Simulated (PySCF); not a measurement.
System: sum formula GeSiH₃, charge -1, multiplicity 1. It need not be the lowest isomer of its formula. Whether it binds its extra electron was not tested at this geometry. SMILES: [SiH2]=[GeH-]
Geometry: optimised at B3LYP-D3(BJ)/def2-TZVP (Ansatz).

Dispersion corrections to the total energy (kcal/mol) from the dftd3 and dftd4 libraries through PySCF: D3(BJ) without and D4 with the three-body term, each with the damping fitted for the functional named.

```
functional  D3(BJ)      D4
----------  ------  ------
TPSSh        -2.81   -3.77
BP86         -4.42   -4.30
B2GP-PLYP    -3.44   -1.31
BLYP           [?]   -6.81
HF             [?]  -10.62
PBE0         -2.11   -2.64
TPSS           [?]   -4.20
```

### Question
Some entries are withheld; supply them.

### Answer

- BLYP, D3(BJ): -5.39
- HF, D3(BJ): -21.70
- TPSS, D3(BJ): -3.01
